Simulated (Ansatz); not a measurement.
Computed with Ansatz on PBE0-D4/def2-TZVP structures; ΔE is electronic, products minus reactants. CCSD(T)/CBS adds triple-zeta CCSD(T) − MP2 to the extrapolated MP2 energy (def2 sets, frozen cores). This one scheme is used for every species. DFT in def2-TZVPP. B3LYP here is the variant with VWN-RPA as its local correlation; programs differ in this. For Ge outer-core shells are correlated without core-valence functions, which leaves a few kJ/mol of doubt a bond. Scalar relativity is left out up to krypton. Each species was taken in one conformer, which may not be the lowest.

Consider the ligand exchange at the Si–S bond: `O[SiH](Cl)[S][GeH2][Cl]` + HCl → `O[SiH](Cl)Cl` + `[SH][GeH2][Cl]`.

| level | ΔE (kcal/mol) |
| --- | --- |
| PBE-D4 | -6.8 |
| PBE0-D4 | -7.1 |
| B3LYP-D4 | -7.6 |
| B2PLYP | -9.7 |
| B3LYP | -11.2 |
| HF/def2-TZVPP | -12.7 |
| MP2/def2-QZVPP | -6.9 |
| HF/CBS(def2) | -12.9 |

What does CCSD(T)/CBS give? (Estimate.)

The calculation gave: -7.3 kcal/mol. The listed levels differ from it by 0.5, 0.2, -0.3, -2.4, -3.9, -5.4, 0.4, -5.6 kcal/mol.

Largest T1 diagnostic among the species: 0.011.

The D4 term adds +3.7 kcal/mol with B3LYP and +2.1 kcal/mol with PBE0; it sums over pairs of atoms, weighted by their polarisabilities, and B3LYP, whose exchange is more repulsive, gets the larger term. In def2-TZVPP, CCSD(T) changes the Hartree–Fock value by +5.2 kcal/mol (the triples alone add +0.9 kcal/mol) and MP2 by +5.7 kcal/mol.
